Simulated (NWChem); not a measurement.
System: BF

Input file for NWChem:

```
start job
memory heap 200 mb stack 900 mb global 1100 mb
geometry units angstroms noautosym nocenter noautoz
  B      0.000000     0.000000    -0.815066
  F      0.000000     0.000000     0.459570
end
basis spherical
  * library cc-pvtz
end
dft
  xc pbe0
  iterations 150
  vectors input atomic output neutral.movecs
end
task dft energy
charge 1
dft
  odft
  mult 2
  vectors input atomic output cation.movecs
end
task dft energy
```

All runs use the structure optimised with PBE-D3(BJ)/def2-SVP.

Ions are spin-unrestricted doublets at the neutral geometry; other ion states weren't tried.

Task: What results follow from this input? (PBE0/cc-pVTZ, vertical spin-unrestricted ions.) Quantities: basis functions; vertical ionisation energy, ΔSCF (eV); −ε(HOMO) (eV).

Result: 
```
Property                               Result
-------------------------------------  ------
number of basis functions                  60
vertical ionisation energy, ΔSCF (eV)   10.95
−ε(HOMO) (eV)                            8.02
```
